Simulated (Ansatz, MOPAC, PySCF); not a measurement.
Pair of molecules: H2O (SMILES O) (first 3 atoms) with CH2O (SMILES C=O); geometry from B3LYP-D3(BJ)/def2-TZVP, rigid monomers moved along the line of their centres of mass till H2···O5 is 2.28 Å.
(charge 0, multiplicity 1):
```xyz
7

O      0.2747    -0.1146     0.5396
H     -0.4627    -0.4410     1.0783
H     -0.0426    -0.1115    -0.3678
C     -0.4484    -0.3786     3.8625
O     -1.3273    -0.8027     3.1571
H      0.4718     0.0589     3.4399
H     -0.5309    -0.4117     4.9636
```

Counterpoise-corrected where a basis set is named; no monomer relaxation.

Rows in 6-31G* carry no dispersion term and start afresh at each structure (6-31G* with six Cartesian d functions). The state that PM3 reach isn't checked.

The values were computed with Ansatz (Gaussian orbitals); MOPAC for PM3 (differences of heats of formation); PySCF for 6-31G* rows, the dispersion terms. Values without a source in brackets are computed.

Question: One of these levels gives -4.65 kcal/mol for the interaction energy. Name it.
(A) PM3
(B) PBE-D4/def2-TZVPPD
(C) B3LYP/6-31G*

Answer: B, PBE-D4/def2-TZVPPD. The others give -1.38 (PM3), -3.87 (B3LYP/6-31G*)

Ansatz is a first-principles code.
